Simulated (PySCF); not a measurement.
H7NSi2. Atoms are numbered in the order given.

```xyz
10

Si     0.0019    -0.1350     1.5809
N     -0.0177     0.6240     0.0000
Si     0.0019    -0.1350    -1.5809
H     -0.9224     0.5963     2.5195
H     -0.4625    -1.5520     1.3989
H      1.3651    -0.1591     2.2298
H      0.1116     1.6416     0.0000
H      1.3651    -0.1591    -2.2298
H     -0.9224     0.5963    -2.5195
H     -0.4625    -1.5520    -1.3989
```
Charge 0, spin multiplicity 1.

Geometry: PBE-D3(BJ)/def2-SVP.

The numbers are results of PBE/pcSseg-1 in PySCF, not measurements.

GIAO shieldings, no solvent; atoms alike by connectivity are averaged. δ = σ(ref) − σ: ²⁹Si against TMS (σ = 335.4 ppm); ¹⁵N against NH3 (σ = 267.0 ppm); ¹H against TMS (σ = 31.49 ppm), references at their B3LYP-D3(BJ)/def2-TZVP geometries, non-relativistic.

Task: Estimate the chemical shifts. (Estimate from the structure and the level; the computed values follow.)

Result: 
```tsv
nucleus	atoms	count	δ (ppm)
²⁹Si	Si1, Si3	2	-45.6
¹⁵N	N2	1	5.4
¹H	H4, H5, H6, H8, H9, H10	6	5.36
¹H	H7	1	-0.52
```
